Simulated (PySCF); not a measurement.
Start geometry of `CC[C@@H]1S[C@H](C)CC1=O` from GFN2-xTB (Å):
```
atom  x, y, z in Å
C1    -2.5844    1.3033    0.4163
C2    -1.7385    0.2272   -0.2472
C3    -0.6759   -0.3258    0.7032
S4     0.6023    0.8983    1.1403
C5     1.9122    0.0564    0.1636
C6     1.9653    0.5823   -1.2616
C7     1.5391   -1.4150    0.2257
C8     0.0363   -1.5300    0.1110
O9    -0.5485   -2.4551   -0.3834
H10   -1.9471    2.1061    0.7811
H11   -3.1380    0.8929    1.2576
H12   -3.2929    1.7176   -0.2962
H13   -2.3660   -0.6077   -0.5678
H14   -1.2479    0.6416   -1.1306
H15   -1.1588   -0.6358    1.6359
H16    2.8506    0.2669    0.6791
H17    2.8098    0.1429   -1.7900
H18    2.0812    1.6635   -1.2603
H19    1.0530    0.3284   -1.7979
H20    2.0248   -2.0019   -0.5546
H21    1.8143   -1.8390    1.1962
```

**Question.** What comes out of this run: PBE0-D3(BJ)/def2-SVP geometry optimisation, gas phase (PySCF)?

**Answer.** 
```
atom  x, y, z in Å
C1    -2.6174    1.3349    0.4808
C2    -1.7393    0.2764   -0.1597
C3    -0.6293   -0.2248    0.7582
S4     0.6085    1.0294    1.2366
C5     1.9599    0.2493    0.2545
C6     2.0475    0.8031   -1.1573
C7     1.6412   -1.2379    0.2911
C8     0.1435   -1.3914    0.1334
O9    -0.4059   -2.3064   -0.4192
H10   -2.0236    2.2188    0.7629
H11   -3.1056    0.9523    1.3916
H12   -3.4077    1.6666   -0.2090
H13   -2.3337   -0.6057   -0.4513
H14   -1.2851    0.6705   -1.0843
H15   -1.0841   -0.6146    1.6870
H16    2.8861    0.4684    0.8061
H17    2.8932    0.3494   -1.7001
H18    2.1878    1.8931   -1.1457
H19    1.1287    0.5895   -1.7265
H20    2.1614   -1.8270   -0.4780
H21    1.8996   -1.6576    1.2793
```

The energy falls by 0.050 eV over 8 energy and gradient evaluations, the largest force component goes from 0.0116 to 1.8e-04 Eh/bohr, and the atoms move by 0.070 Å rms after alignment. Among the bonds, C3–C8, C1–H10, C1–H11, C1–H12, C6–H17 and C6–H19 change most and about equally (+0.013 to +0.014 Å). Bonds longer at the end by more than 0.005 Å: 14 of 21; shorter: 0. Among the angles that change most is C2–C3–S4, from 113.2° to 115.2°. Rotational constants go from 1742, 1259, 925.5 to 1747, 1234, 912.3 MHz. The orientation of the end geometry is arbitrary; only internal coordinates are fixed.

The run used 190 basis functions and 53 SCF cycles in all. Cost: about 6 min of CPU time on one thread; the machine was shared, so the figure is rough.

No frequency check. The numbers are those of one conformer.
